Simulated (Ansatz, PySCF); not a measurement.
This triplet is an excited state, 1.89 eV above the relaxed singlet at the level composite: frozen-core CCSD(T) with HF/cc-pVQZ and the correlation energy extrapolated as X^-3 from cc-pVTZ and cc-pVQZ, plus CCSDT(Q) minus CCSD(T) in cc-pVDZ // PBE0-D3(BJ)/def2-TZVP (Ansatz, a program for electronic structure).

Cartesian coordinates (Å):
SMILES: [OH][GeH]
```xyz
4

O     -0.9471     0.0176     0.4306
Ge     0.6515     0.6172    -0.1003
H     -1.5110    -0.2029    -0.3161
H      1.8066    -0.4318    -0.0142
```
Charge 0, spin multiplicity 3.

Question: What is the computed highest occupied spin orbital, dipole moment and total energy (PBE0-D3(BJ)/def2-TZVP (PySCF))?

Answer: 
```
Property                             Result
-----------------------------  ------------
highest occupied spin orbital      -5.12 eV
dipole moment                        1.39 D
total energy                   -58587.40 eV
```
